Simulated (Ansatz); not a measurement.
Si2H4F2 (SMILES F[SiH2][SiH2]F): methods side by side

The species is Si2H4F2 (8 atoms), meant as a singlet with charge 0. SMILES: `F[SiH2][SiH2]F`. The shape was relaxed beforehand at PBE0/def2-SVP. This is one conformer, not always the lowest.

Quantity: the adiabatic ionisation energy (to the doublet cation, shapes relaxed at PBE0/def2-SVP, no zero-point term), in eV. The values are calculated.

```json
{"level": "HF/def2-SVP", "kind": "Hartree–Fock", "program": "Ansatz", "value (eV)": "9.25", "less CCSD(T)/def2-SVP": "-0.48", "CPU time (all runs)": "3.4 s"}
{"level": "PBE/def2-SVP", "kind": "GGA", "program": "Ansatz", "value (eV)": "9.58", "less CCSD(T)/def2-SVP": "-0.15", "CPU time (all runs)": "7.1 s"}
{"level": "r2SCAN/def2-SVP", "kind": "meta-GGA", "program": "Ansatz", "value (eV)": "9.73", "less CCSD(T)/def2-SVP": "0.00", "CPU time (all runs)": "19 s"}
{"level": "B3LYP/def2-SVP", "kind": "global hybrid", "program": "Ansatz", "value (eV)": "9.80", "less CCSD(T)/def2-SVP": "+0.07", "CPU time (all runs)": "11 s"}
{"level": "PBE0-D4/def2-SVP", "kind": "global hybrid", "program": "Ansatz", "value (eV)": "9.82", "less CCSD(T)/def2-SVP": "+0.09", "CPU time (all runs)": "11 s"}
{"level": "wB97M-V/def2-SVP", "kind": "range-separated hybrid", "program": "Ansatz", "value (eV)": "9.88", "less CCSD(T)/def2-SVP": "+0.15", "CPU time (all runs)": "57 s"}
{"level": "B2PLYP/def2-SVP", "kind": "double hybrid", "program": "Ansatz", "value (eV)": "9.75", "less CCSD(T)/def2-SVP": "+0.02", "CPU time (all runs)": "14 s"}
{"level": "RPA@PBE/def2-SVP", "kind": "RPA", "program": "Ansatz", "value (eV)": "9.80", "less CCSD(T)/def2-SVP": "+0.07", "CPU time (all runs)": "15 s"}
{"level": "MP2/def2-SVP", "kind": "perturbation theory", "program": "Ansatz", "value (eV)": "9.68", "less CCSD(T)/def2-SVP": "-0.05", "CPU time (all runs)": "4 s"}
{"level": "CCSD(T)/def2-SVP", "kind": "coupled cluster or CI", "program": "Ansatz", "value (eV)": "9.73", "less CCSD(T)/def2-SVP": "0.00", "CPU time (all runs)": "44 s"}
```

CCSD(T)/def2-SVP is the highest level here, not the true value. The values span 9.25 to 9.88 eV. CPU times are rough (shared hosts, several kinds of processor): they show what a rung costs within a factor of a few.
